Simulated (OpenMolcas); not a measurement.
N2+: terms and fine structure

* Program: OpenMolcas 26.06
* Method: SS-CASPT2, IPEA 0.25 Eh, imaginary shift 0.1 Eh (closed shells correlated: 1s)
* Basis: ANO-RCC-VQZP [5s4p3d2f1g]
* Scalar Hamiltonian: DKH2, point nucleus
* Active space: 3 electrons in 4 orbitals (2s 2p)
* State averaging: 2S+1 = 4 odd, 1 root; 2S+1 = 2 odd, 11 roots; 2S+1 = 4 even, 3 roots; 2S+1 = 2 even, 9 roots
* Spin-orbit coupling: state interaction with AMFI integrals over the reference wave functions, term energies averaged over their components

With spin-orbit coupling, above the lowest level:

```tsv
Configuration	Term	J	E (cm⁻¹)	Measured (cm⁻¹)	g	Term weight %
2s² 2p	²P°	1/2	0.0	0.0	0.666	100
2s² 2p	²P°	3/2	159	174	1.334	100
2s 2p²	⁴P	1/2	55890		2.671	100
2s 2p²	⁴P	3/2	55950	57247	1.735	100
2s 2p²	⁴P	5/2	56050	57328	1.601	100
2s 2p²	²D	3/2	100660	101031	0.800	100
2s 2p²	²D	5/2	100670	101024	1.200	100
2s 2p²	²S	1/2	130510	131004	2.002	100
2s 2p²	²P	1/2	147130	145876	0.666	100
2s 2p²	²P	3/2	147240	145986	1.334	100
2p³	⁴S°	3/2	185640	186797	2.002	100
2p³	²D°	3/2	203600	203089	0.800	100
2p³	²D°	5/2	203600	203075	1.200	100
2p³	²P°	1/2	231280	230404	0.666	100
2p³	²P°	3/2	231280	230409	1.334	100
```

Against the 13 measured excited levels shown (Moore, Selected Tables of Atomic Spectra, NSRDS-NBS 3, section 5) the mean absolute deviation is 790 cm-1; the largest miss in energy is 2s 2p² ⁴P_3/2: computed 55950, measured 57247 cm⁻¹ (-2.3 %), and the largest in proportion 2s² 2p ²P°_3/2 (-8.6 %).

Spin-orbit coupling puts the lowest level 106 cm⁻¹ below the lowest spin-free term.

Term energies are means over components that CASPT2 splits; among the terms shown or strongly mixed into the levels shown the widest spread is 180 cm-1 (2p³ ²D°). Computed and measured levels are paired by configuration, term and J; levels that our copy of the source lacks, or whose pairing is in doubt (as where it misses far off the trend of its configuration), stay unpaired and out of the deviations. Only configurations of the active space appear.

The term weight is that of the spin-free term in the level, not the purity of its configuration. ° marks odd parity.
